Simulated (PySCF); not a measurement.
# Excitation energy of Ba by level of theory

Ba [Xe] 6s2 (1S) → Ba [Xe] 5d2 (3F), as a difference of total energies. Calculation: PySCF 2.14, in def2-TZVPP with the def2 core potential (46 electrons); scalar relativity through the core potential. Correlated levels: valence and next inner shell: nothing frozen outside the core potential. The calculations carry no spin-orbit coupling.

```csv
method,excitation energy (eV)
UHF,2.434
MP2 (valence and next inner shell),3.062
SCS-MP2 (valence and next inner shell),3.100
CCSD (valence and next inner shell),2.980
CCSD(T) (valence and next inner shell),3.027
```

Task: How much does correlation contribute at CCSD(T) (valence and next inner shell)?

Result: 3.027 − (2.434) = 0.593 eV, measured against UHF.
